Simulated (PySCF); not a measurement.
Structure from NMR data

An unknown has the formula C$_{3}$H$_{4}$F$_{5}$NSi. Its calculated NMR data are:

1H NMR (300 MHz, computed): δ 8.69 (m, 1H), 5.21 (s, 3H).

13C{1H} NMR (computed): δ 164.3 (CH), 128.6 (C), 114.7 (C).

[PySCF 2.14: geometry from GFN2-xTB; σ from GIAO-PBE0/pcSseg-1; non-relativistic Hamiltonian; fast rotation and ring inversion assumed for equivalent nuclei; one conformer; isolated molecule]

Shifts are taken against calculated references (same method and geometry level): 1H (σref 31.72) and 13C (σref 186.93) vs TMS.

Problem. Deduce the structure.

Solution. 
1. Rings plus π bonds: 1 (no ring in the answer).
2. 3 carbon signals for 3 carbons: no two carbons are equivalent.
3. Carbon types of the structure: 2 × C, 1 × CH, leaving 3 H on heteroatoms.
4. δC 164.3: C=N carbon.
5. δC 128.6: CF3 carbon; 3 electronegative neighbours deshield it.
6. δC 114.7: fully substituted sp3 carbon bonded to 2 F; 2 electronegative neighbours deshield it.
7. δH 8.69: hydrogen on a C=N carbon.
8. δH 5.21: hydrogen on a silicon bonded to N.

Structure: SMILES FC(F)(F)C(F)(F)/C=N\[SiH3].

This is the structure that produced the data.

Splittings by 19F in the carbon and heteronuclear signals aren't shown, as no couplings were computed. Shifts are as computed. Against solution values, carbons near 30 ppm lie about +3 ppm off and those near 130 ppm about +5 ppm. Of 1211 compounds with measured shifts, 218 miss one by over three times the rms of a fit or turn the order of signals round; such compounds aren't used in these exercises. Multiplicities follow the n + 1 count of equivalent neighbours, as no J values were calculated; m marks all less simple cases, F and P coupling included.
